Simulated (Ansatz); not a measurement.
Ansatz (an electronic-structure program) input:

Ansatz 0.2 input:
```yaml
crystal:
  periodic: [false, false, false]
  atoms:
    - {symbol: C, position_ang: [-1.37218807, -0.26594811, 1.24145742]}
    - {symbol: C, position_ang: [-0.76315994, -0.31596982, -0.12089701]}
    - {symbol: C, position_ang: [-1.01720872, 0.99648997, -0.87164152]}
    - {symbol: C, position_ang: [-1.36868695, -1.48929042, -0.91150586]}
    - {symbol: C, position_ang: [0.77628659, -0.57095879, -0.01261059]}
    - {symbol: C, position_ang: [1.53224643, 0.47817830, 0.73712162]}
    - {symbol: C, position_ang: [2.50128479, 1.22797364, 0.22795037]}
    - {symbol: H, position_ang: [-1.61069125, 0.67364290, 1.72032302]}
    - {symbol: H, position_ang: [-1.48975498, -1.17442679, 1.81870195]}
    - {symbol: H, position_ang: [-2.08825605, 1.16475232, -0.99715550]}
    - {symbol: H, position_ang: [-0.59684758, 1.84649046, -0.33337583]}
    - {symbol: H, position_ang: [-0.55844764, 0.97007634, -1.86250912]}
    - {symbol: H, position_ang: [-2.44431729, -1.35668835, -1.03705516]}
    - {symbol: H, position_ang: [-1.20239901, -2.43647824, -0.39404979]}
    - {symbol: H, position_ang: [-0.91506771, -1.56090301, -1.90279131]}
    - {symbol: H, position_ang: [0.91584398, -1.53855372, 0.48142204]}
    - {symbol: H, position_ang: [1.18095320, -0.66565267, -1.02465207]}
    - {symbol: H, position_ang: [1.24432558, 0.62116599, 1.77515796]}
    - {symbol: H, position_ang: [3.01742302, 1.97194305, 0.82130502]}
    - {symbol: H, position_ang: [2.81579093, 1.12178313, -0.80456798]}
basis:
  gaussian:
    orbitals: def2-TZVPD
hamiltonian:
  xc: {name: revPBE}
magnetization: {spin_polarized: true, initial_magnetization: 1}
output: {forces: true}
```

Problem. What final total energy does it print?

Solution. -274.49420 Eh (revPBE/def2-TZVPD). The basis has 376 functions.

It need not be the lowest isomer of its formula.
